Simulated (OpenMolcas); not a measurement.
**Cl2+: Slater's ratio, worked from levels**

```json
{"Program": "OpenMolcas 26.06", "Basis": "ANO-RCC-VTZP [5s4p2d1f]", "Scalar Hamiltonian": "DKH2, point nucleus", "Active space": "5 electrons in 4 orbitals (3s 3p)", "State averaging": "2S+1 = 4 odd, 1 root; 2S+1 = 2 odd, 11 roots kept (CI in the orbitals of an earlier block); 2S+1 = 4 even, 3 roots; 2S+1 = 2 even, 9 roots kept (CI in the orbitals of an earlier block)", "Spin-orbit coupling": "RASSI with atomic mean-field integrals over the reference wave functions, term energies averaged over their components"}
```

Methods: CASSCF; MS-CASPT2, IPEA 0.25 Eh, imaginary shift 0.1 Eh (closed shells correlated: 2s 2p). Measured levels: Moore, Atomic Energy Levels, vol. I, NSRDS-NBS 35 (1971 reprint of NBS Circular 467, 1949).

**Slater's ratio.** With one set of orbitals, p3 has ²D° - ⁴S° = 9 F2 and ²P° - ²D° = 6 F2 (F2 = F²/25), a ratio of 2/3. Term energies are centres of gravity, weighted by 2J + 1.

```csv
Source,²D° - ⁴S°,²P° - ⁴S°,F2 from the first,Ratio
CASSCF,22753,31612,2528,0.389
MS-CASPT2,19012,30477,2112,0.603
measured,18093,29875,2010,0.651
```

Energies in cm-1. A ratio away from 2/3 shows effects beyond one configuration with one set of orbitals, and in heavier atoms second-order spin-orbit shifts. In CASSCF the valence s occupation is 1.95 in ²P° against 2.00 in ²D°: mixing out of s² acts most on ²P° and pulls it down.

CASPT2 does not keep the components of a term degenerate, so their means are used; among the terms shown or strongly mixed into the levels shown the widest spread is 1200 cm-1 (3s² 3p³ ²D°, MS-CASPT2). Over all roots computed the reference weight is 0.87 to 0.96 in MS-CASPT2; the roots of lowest weight are the least certain, and an intruder state may touch them. Terms from blocks run as CI alone lack orbitals of their own. Measured partners are found by configuration, term and J. A level has none where our copy of the source lacks it or the pairing is in doubt (some pairs that miss far off the trend of their configuration count as doubtful), and it then counts in no deviation. Only configurations of the active space appear.

° marks odd parity.
